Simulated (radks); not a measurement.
The numbers below are computed, except where a source is named.
Fractional charge and spin in the 3d shell of zinc: the spin-up occupation runs from 4 to 5 and the spin-down occupation from 4 to 5; the fullest corner is Zn+, [Ar] 4s(up 0.5, down 0.5) 3d(up 5, down 5). Level of theory: scalar-relativistic Kohn-Sham, PBEsol, spin-polarised, spherical densities, finite nucleus; Fermi nuclear charge, rms radius of each element as measured or else 0.836 A^(1/3) + 0.57 fm (a radial shooting solver on a logarithmic mesh with Libxc functionals). Energy (eV) minus the two flat planes that join the four corners (they meet along the diagonal where the two added fractions sum to one electron); zero is where a piecewise linear energy would lie.

\begin{tabular}{lrrrrr}
down \ up & 4 & 4.25 & 4.5 & 4.75 & 5 \\ \hline
4 & 0.000 & -1.956 & -2.581 & -1.915 & 0.000 \\
4.25 & -1.956 & -2.507 & -1.769 & 0.214 & -1.673 \\
4.5 & -2.581 & -1.769 & 0.286 & -1.534 & -2.198 \\
4.75 & -1.915 & 0.214 & -1.534 & -2.130 & -1.624 \\
5 & 0.000 & -1.673 & -2.198 & -1.624 & 0.000 \\
\end{tabular}

Corners above the fullest one (they belong to Zn2+ and the next ion): (up 5, down 4) 28.313 eV, (up 4, down 5) 28.313 eV, (up 4, down 4) 76.922 eV. With half an added electron in each spin the energy lies 0.286 eV from the planes, and with half an added electron in spin up alone -2.581 eV. The planes are only a guide here: the flat-plane condition holds for ground states with one frontier orbital, while this shell lies below other occupied shells, so the corners above the fullest one are inner-hole states and not the ground states of those ions.
